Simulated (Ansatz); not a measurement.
Compare A (`[SiH3]O[SiH2][GaH2]`) with its isomer B (`[SiH3][O][GaH][SiH3]`).

Isolated molecules relaxed with PBE0-D4/def2-TZVP in Ansatz; ΔE leaves out vibrations. CCSD(T)/CBS is the MP2 limit (def2-TZVPP, def2-QZVPP) plus CCSD(T) − MP2 in def2-TZVPP, frozen cores. Functionals use def2-TZVPP. For Ga outer-core shells are correlated without core-valence functions, which leaves a few kJ/mol of doubt a bond. Scalar relativity is left out up to krypton. One conformer a species, not always the lowest.

A:

Z-matrix (Å, degrees):
```
Si
O 1 1.626
H 1 1.481 2 112.2
H 1 1.481 2 112.1 3 -126.0
H 1 1.526 2 107.7 3 117.0
Si 2 1.679 1 124.4 3 -116.2
Ga 6 2.433 2 101.1 1 -0.5
H 6 1.489 2 107.7 1 122.0
H 6 1.489 2 107.7 1 -123.2
H 7 1.573 6 120.7 2 91.8
H 7 1.573 6 120.5 2 -91.5
```

B:

Z-matrix (Å, degrees):
```
Si
O 1 1.629
H 1 1.487 2 110.3
H 1 1.488 2 110.3 3 120.2
H 1 1.494 2 111.0 3 -119.9
Ga 2 1.794 1 136.6 3 120.4
Si 6 2.411 2 115.2 1 0.1
H 6 1.564 2 112.2 1 -179.9
H 7 1.488 6 111.3 2 -179.8
H 7 1.488 6 109.9 2 60.0
H 7 1.488 6 110.0 2 -59.4
```

(1) Which isomer does CCSD(T)/CBS put lower? Give the gap. (An estimate is asked.)

(2) Give E(B) − E(A) in kcal/mol with BLYP-D4, r2SCAN-D4, CCSD(T)/def2-TZVPP, CCSD/def2-TZVPP, LDA (SPW92), HF/def2-TZVPP, PBE-D4. (Best estimate.)

(3) Does the order hold for the free energy at 298.15 K (harmonic terms from PBE0-D4)? (Best estimate.)

Largest T1 diagnostic: 0.014.

Results:

(1) Computed: A, by 0.9 kcal/mol.

(2) Computed: BLYP-D4 -0.3, r2SCAN-D4 1.2, CCSD(T)/def2-TZVPP 0.1, CCSD/def2-TZVPP 0.0, LDA (SPW92) 3.8, HF/def2-TZVPP -1.7, PBE-D4 0.7. The order is the other way round with BLYP-D4, HF/def2-TZVPP.

(3) Computed: No: G(B) − G(A) = -0.5 kcal/mol, for one conformer each. Modes under 60 cm⁻¹, often nearly free rotors, make the harmonic entropy too high.

From BLYP to BHLYP (50 % exact exchange), in def2-TZVPP and without D4, E(B) − E(A) moves by +1.9 kcal/mol. The D4 term adds +1.1 kcal/mol with B3LYP and +0.5 kcal/mol with PBE0; it sums over pairs of atoms, weighted by their polarisabilities, and B3LYP, whose exchange is more repulsive, gets the larger term.

B3LYP here is the variant with VWN-RPA as its local correlation; programs differ in this.
